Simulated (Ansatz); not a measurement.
Reactions of `CBC[SiH2]O`.

Program: Ansatz. Geometries: PBE0-D4/def2-TZVP. ΔE: electronic, gas phase. CBS: MP2 limit from def2 TZ/QZ plus the TZ coupled-cluster correction, frozen cores. This one scheme is used for every species. Open shells (•) are unrestricted, without spin–orbit coupling. Elements past krypton have def2 core potentials. For I, Te outer-core shells are correlated without core-valence functions, which leaves a few kJ/mol of doubt a bond. Each species was taken in one conformer, which may not be the lowest.

Task: Order these by ΔE at CCSD(T)/CBS, lowest first. (Estimate.)
A. `CBC[SiH2]O` + `C[SiH](O)I` → `CB[SiH](O)I` + `CC[SiH2]O`
B. `CBC[SiH2]O` → `[CH2]` (triplet) + `CB[SiH2]O`
C. `CBC[SiH2]O` + H₂O → `CBCO` + `O[SiH3]`
D. `CBC[SiH2]O` → `B[SiH2]COC`
E. `CBC[SiH2]O` + `NCSS` → `CNCSS` + `BC[SiH2]O`
F. `CBC[SiH2]O` → `[CH2]BC`• + `O[SiH2]`•
G. `CBC[SiH2]O` + `C[Te]C` → `C[Te][SiH2]O` + `CBCC`
H. `CBC[SiH2]O` → `[CH2]` (triplet) + `BC[SiH2]O`

Result: G (-20.8 kJ/mol), E (+78.4 kJ/mol), A (+95.6 kJ/mol), C (+127.0 kJ/mol), D (+341.2 kJ/mol), F (+380.3 kJ/mol), H (+487.7 kJ/mol), B (+530.4 kJ/mol).

Largest T1 diagnostic: 0.015, for `O[SiH2]`•.
